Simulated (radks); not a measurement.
Polarisability of the zinc ion Zn+, [Ar] 3d10 4s1, at imaginary frequency. Calculated with a radial shooting solver on a logarithmic mesh with Libxc functionals: scalar-relativistic Kohn-Sham, exchange-only LDA, spin-unpolarised, spherical densities, finite nucleus; Fermi nuclear charge, rms radius 3.9283 fm. Response by self-consistent Sternheimer equations with the Hartree and adiabatic exchange-only LDA kernel, the relativistic mass of each level held fixed and spin-orbit coupling left out.

w (hartree)  alpha1(iw) (bohr^3)  alpha2(iw) (bohr^5)
0.00266                    16.31                76.96
0.0143                     16.27                76.86
0.0360                     16.06                76.36
0.0697                     15.41                74.79
0.118                      14.00                71.19
0.186                      11.74                64.57
0.280                      9.017                54.47
0.413                      6.444                41.75
0.605                      4.401                28.69
0.892                      2.922                17.70
1.35                       1.878                9.873
2.12                       1.130                4.946
3.59                      0.5946                2.138
6.94                      0.2399               0.7116
17.5                     0.05481               0.1340

Static values: alpha1 = 16.31 bohr^3 (2.418 angstrom^3; uncoupled 24.81), alpha2 = 76.96 bohr^5, alpha3 = 752.6 bohr^7. C6 = 69.28, C8 = 1869, triple-dipole C9 = 769.3 atomic units. One-pole (London) frequency 4 C6 / (3 alpha1^2) = 0.347 hartree, against 0.486 for minus the highest occupied eigenvalue.
